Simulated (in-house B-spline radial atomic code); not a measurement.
Ionisation energies along the 37-electron series, configuration [Kr] 4d1, as differences of self-consistent energies. Dirac energy differences include first-order Breit, QED and recoil terms. NIST's values go from ground level to ground level; the uncertainty of those that are theory runs from under 0.1 % in few-electron ions to several per cent in heavy many-electron ones. Computed with an all-electron radial atomic-structure program (B-spline basis): Dirac-Hartree-Fock, average of the configuration, finite nuclei.

```csv
ion,configuration after,ionisation energy (eV),IE/(q+1)² (eV),Breit and QED recoil part (eV),tabulated value (eV),tabulated kind,computed minus tabulated (eV)
Zr3+,[Ar] 3d10 4s2 4p6,33.34,2.0836,0.013415,34.41836,measured,-1.08
Nb4+,[Ar] 3d10 4s2 4p6,49.37,1.9749,0.014431,50.5728,measured,-1.20
Mo5+,[Ar] 3d10 4s2 4p6,67.52,1.8754,0.014445,68.82704,measured,-1.31
Tc6+,[Ar] 3d10 4s2 4p6,87.67,1.7892,0.013521,88,tabulated theory,-0.33
Ru7+,[Ar] 3d10 4s2 4p6,?,?,?,?,tabulated theory,?
Rh8+,[Ar] 3d10 4s2 4p6,133.78,1.6516,0.0088564,135,tabulated theory,-1.22
Pd9+,[Ar] 3d10 4s2 4p6,?,?,?,?,tabulated theory,?
Ag10+,[Ar] 3d10 4s2 4p6,187.39,1.5487,0.00024807,188,tabulated theory,-0.61
```

(1) Fill in the row of Ru7+.

(2) Fill in the row of Pd9+.

Where a p, d or f electron is removed, the computed value is a mean over both j, so it misses the tabulated one by a part of the spin-orbit splitting; averaging over terms and missing correlation add to the gap, relatively most at low charge.

Answers

(1) ionisation energy (eV): 109.77; IE/(q+1)² (eV): 1.7152; Breit and QED recoil part (eV): 0.011665; tabulated value (eV): 110; computed minus tabulated (eV): -0.23.

(2) ionisation energy (eV): 159.66; IE/(q+1)² (eV): 1.5966; Breit and QED recoil part (eV): 0.0050653; tabulated value (eV): 159.9; computed minus tabulated (eV): -0.24.
